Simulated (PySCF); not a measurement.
All numbers come from PBE0/[W def2-TZVP with ECP60, O def2-TZVP], scalar-relativistic core potentials, density fitting, no spin–orbit coupling, PySCF. Open shells, if any, are unrestricted.

Problem. What shape and geometry does isolated singlet WO₃ take (every ligand bound to W)?

Solution. Formally W is in oxidation state +6, d0. A d0 centre has no lone pair, yet it is C3v rather than trigonal planar: covalent bonding through the d orbitals favours lower symmetry. The polar-tensor charge on W, 2.00, is far below the formal one. The lowest minimum found is a singlet of C3v symmetry with W–O 1.716 Å (×3); O–W–O 107.5° (×3). Its harmonic wavenumbers are 286 (a1), 348 (e), 970 (e), 1053 (a1) cm⁻¹ and its dipole moment is 5.78 D.

Only a few start shapes were tried, so a lower isomer may exist. With an element this heavy the missing spin–orbit coupling can shift these numbers.
